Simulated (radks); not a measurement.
Task: These are the eigenvalues of the occupied orbitals of an atom or ion with whole-number occupations (Ry). Calculated with a radial shooting solver on a logarithmic mesh with Libxc functionals: Dirac Kohn-Sham, PBE, spin-unpolarised, spherical densities, finite nucleus; Fermi nuclear charge, rms radius of each element as measured or else 0.836 A^(1/3) + 0.57 fm.

1s1/2: -5259.735
2s1/2: -913.1675
2p1/2: -874.0542
2p3/2: -768.2440
3s1/2: -213.0930
3p1/2: -195.5897
3p3/2: -172.6114
3d3/2: -143.1480
3d5/2: -138.1599
4s1/2: -46.20799
4p1/2: -38.89713
4p3/2: -33.53690
4d3/2: -21.51916
4d5/2: -20.52865
5s1/2: -8.43394
5p1/2: -6.21385
4f5/2: -5.40393
5p3/2: -5.39481
4f7/2: -5.21911
5d3/2: -2.47715
5d5/2: -2.39559

Which element is it, and in what charge state? The configuration may be excited. Open shells, if any, are shared by 2j + 1.

Result: Z = 75, rhenium, charge +3: Re3+ in [Xe] 4f14 5d4. The list shows which subshells hold electrons but not how many an open one holds; the 1s level, -2629.9 hartree, gives Z - s = 72.5 by -(Z - s)^2/2, which with screening and relativity narrows Z to a few neighbours, and the depths of the outer levels then fix element, charge and occupations together.
